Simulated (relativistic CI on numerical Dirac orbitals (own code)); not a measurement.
One change at a time: La XXVI

Base calculation: Dirac-Coulomb-Breit CI, orbitals from a KLI potential per configuration, model QED, unscaled Slater integrals.

CI space (outside the closed core [Ar] 3d10): 4s2.4p2, 4s.4p3, 4s2.4p.4d, 4p4, 4s.4p2.4d, 4s2.4p.4f, 4s.4p2.4f, 4p3.4d, 4s.4p.4d2, 4s2.4d.4f, 4p3.4f, 4s2.4p.5s, 4p3.5s, 4p2.4d.4f, 4s2.4p.5p, 4s.4p.4d.5s, 4s.4p.4f2, 4s.4p2.5s, 4s2.4f.5s, 4s2.4p.5d, 4s.4p2.5p, 4s2.4p.5f, 4s2.4p.5g, 4s.4p2.5d, 4s2.4p.6s, 4p2.4f.5s, 4s.4p2.5f, 4s2.4d2, 4s.4d3, 4s.4d2.4f, 4p2.4d2, 4p.4d3, 4p.4d2.4f, 4p.4d2.5s, 4s2.4f2, 4s.4d.4f2, 4s.4f3, 4p2.4f2, 4p.4d.4f2, 4p.4f3, 4p.4f2.5s, 4s.4p.4d.4f, 4s.4d.4f.5s, 4s2.4d.5s, 4s.4d2.5s, 4p2.4d.5s, 4p.4d.4f.5s, 4p.4d.5s2, 4s.4p.4f.5s, 4s.4f2.5s, 4s.4f.5s2, 4s2.5s2, 4s.4d.5s2. Double excitations out of closed p, d and f shells are left out; levels of such configurations are missing from the list, as are those of other unlisted configurations, and high levels can miss mixing partners. These lack a partner that the ground configuration has and come out too high: 4s.4p2.5p, 4s.4p2.5d, 4s.4p2.5f, 4s2.4p.5p, 4s2.4p.5d.

The lowest level and the first level of each name with at least 55 % of one term (blank where a level has no safe partner in the second run):

| Level | Base (cm⁻¹) | Shift (cm⁻¹) |
| --- | --- | --- |
| 4s2.4p2 3P_0 | 0 | 0 |
| 4s2.4p2 3P_1 | 158790 | -158790 |
| 4s2.4p2 1D_2 | 181763 |  |
| 4s2.4p2 3P_2 | 357870 |  |
| 4s2.4p2 1S_0 | 410976 | -320159 |
| 4s.4p3 5S°_2 | 602550 | -280826 |
| 4s.4p3 3D°_3 | 797330 | -374101 |
| 4s.4p3 3P°_0 | 844932 | -374917 |
| 4s2.4p.4d 3F°_2 | 949453 | -192782 |
| 4s2.4p.4d 3F°_3 | 1014946 | -258275 |
| 4s2.4p.4d 3F°_4 | 1153877 | -397206 |
| 4s2.4p.4d 3P°_0 | 1186626 | -362937 |
| 4s2.4p.4d 3D°_3 | 1194200 | -354294 |
| 4s2.4p.4d 3P°_1 | 1203003 |  |
| 4s2.4p.4d 1F°_3 | 1275291 | -362919 |
| 4s2.4p.4d 1P°_1 | 1297042 | -378790 |
| 4s.4p2.4d 5F_1 | 1372274 | -287096 |
| 4s.4p2.4d 5D_0 | 1504520 | -400758 |
| 4s.4p2.4d 5D_1 | 1520101 | -416339 |
| 4s.4p2.4d 5F_4 | 1529140 | -443962 |
| 4s.4p2.4d 5F_5 | 1576311 | -491133 |
| 4s.4p2.4d 5P_2 | 1616355 |  |

At this charge energies of transitions that change n are usually good to better than 1 %, and those within a shell (Δn = 0) to a few per cent.

(1) One thing was changed in a second run, which moved the levels as shown. Which?
A. QED terms removed
B. Breit term removed
C. configuration mixing switched off
D. non-relativistic limit

## Answers

(1) D. Non-relativistic limit. Without relativity the fine structure collapses and s electrons lose their extra binding.

LS names give the leading component of a level, which can be under half, so a name can repeat, a term be missing and a line seem to break the LS rules.
